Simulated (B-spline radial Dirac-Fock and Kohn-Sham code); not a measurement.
# Hf⁺: M4-N45N45 lines in intermediate coupling

System: the Hf⁺ ion, [Xe] 4f14 5d3 (not the ground configuration).

The computed values come from a B-spline atomic structure program: Dirac-Fock (average of configuration) total-energy differences with a finite nucleus, the Breit interaction including its frequency dependence, and self-energy and vacuum-polarisation corrections. The two-hole levels come from diagonalising the Coulomb interaction among the jj configurations; intensities are independent-particle Coulomb rates. Kinetic energies are from the vacuum level. The model has no electron correlation. Open outer shells are spectators and are not coupled to the holes.

```
kinetic energy (eV)  J  leading jj holes (weight)  leading LS term (weight)  intensity (%)
             1222.7  0                N4N4 (0.94)                ¹S0 (0.65)            8.1
             1231.3  2                N4N4 (0.96)                ³F2 (0.49)           25.5
             1238.4  4                N4N5 (0.97)                ¹G4 (0.91)           29.2
             1239.2  1                N4N5 (1.00)                ³P1 (1.00)            8.9
             1240.7  2                N4N5 (0.96)                ³P2 (0.51)           12.9
             1243.7  3                N4N5 (1.00)                ³F3 (1.00)           14.5
             1244.9  0                N5N5 (0.94)                ³P0 (0.65)            0.1
             1250.7  2                N5N5 (0.99)                ¹D2 (0.50)            0.5
             1253.7  4                N5N5 (0.97)                ³F4 (0.91)            0.3
```

The strongest line, by its leading LS label ¹G4, lies at 1238.4 eV. The mean weight of the leading component is 0.97 in jj and 0.74 in LS coupling, so jj labels describe these levels better.
